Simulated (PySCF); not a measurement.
# Polarisability and C₆ of Ca⁺ (calcium, charge +1)

[Ar] 3d1, 2D determinant (an excited configuration). Calculation: PySCF 2.14, in def2-QZVPPD (11s6p4d3f, 70 functions); no relativity, point nucleus. Coupled (time-dependent) response in atomic units; α is the mean over directions.

```json
{"method": "UHF", "mean α (bohr³)": "38.66", "α xx, yy, zz": "54.38, 54.38, 7.211", "C₆ (like pair)": "99.49", "S(−4)": "14290"}
{"method": "PBE", "mean α (bohr³)": "61.21", "α xx, yy, zz": "87.84, 87.84, 7.950", "C₆ (like pair)": "160.9", "S(−4)": "39290"}
{"method": "PBE0", "mean α (bohr³)": "47.75", "α xx, yy, zz": "67.83, 67.83, 7.577", "C₆ (like pair)": "125.9", "S(−4)": "21230"}
{"method": "revPBE", "mean α (bohr³)": "64.90", "α xx, yy, zz": "93.33, 93.33, 8.034", "C₆ (like pair)": "171.0", "S(−4)": "45210"}
```

S(−4) is the Cauchy moment in α(ω) = α(0) + S(−4) ω² + …

α(iu) at PBE:

```tsv
u (hartree)	α(iu) (bohr³)
0	61.21
0.0500	27.04
0.100	14.77
0.200	9.455
0.300	7.546
0.500	5.407
0.750	3.900
1.00	2.965
1.50	1.866
2.00	1.267
3.00	0.6813
5.00	0.2865
```

A single London oscillator, α(iu) = α/(1 + u²/ω²), gives C₆ = (3/4) ω α². Matching the computed C₆ needs ω = 4 × 160.9 / (3 × 61.21²) = 0.0573 hartree.

For an ion, C₆ is the dispersion term alone; charge-induced terms of lower order in 1/R come first.

The components differ because the open shell of this determinant is not spherical; for a pure term their mean is the scalar polarisability.
